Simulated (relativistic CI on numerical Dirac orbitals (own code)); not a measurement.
Computed by Dirac-Coulomb-Breit CI, separate exchange-only KLI orbitals for each configuration, a model potential for QED, unscaled Slater integrals (own radial code, finite nucleus).

The strongest absorption lines from the ground level of an ion, among the configurations computed and to levels below about 3720 eV (vacuum wavelength in Å, gf): 4.4409 (0.68), 4.8995 (1.6), 4.9495 (0.21), 4.9663 (0.048), 5.5958 (0.3), 22.313 (0.74), 36.338 (0.48), 52.735 (0.0065).

**Question.** Which ion is it?
A. Au61+
B. Eu45+
C. Lu53+
D. Re57+

**Answer.** C. Lu53+ has 18 electrons and the ground level 3s2 3p6 1S_0; the strongest line goes to 3s2 3p5 4d 1P°_1. The pattern of lines fixes the number of electrons, and along that sequence the line energies rise steadily with the charge (about as its square where n changes within one kind of shell, about linearly where n is kept but much faster in heavy ions where fine structure, which grows about as Z⁴, sets the gap, and irregularly where shells cross), which fixes Z. Configurations outside the model, such as inner-shell arrays, can give stronger lines. At this charge energies of transitions that change n are usually good to better than 1 %, and those within a shell (Δn = 0) to a few per cent.

LS names give the leading component of a level, which can be under half, so a name can repeat, a term be missing and a line seem to break the LS rules.
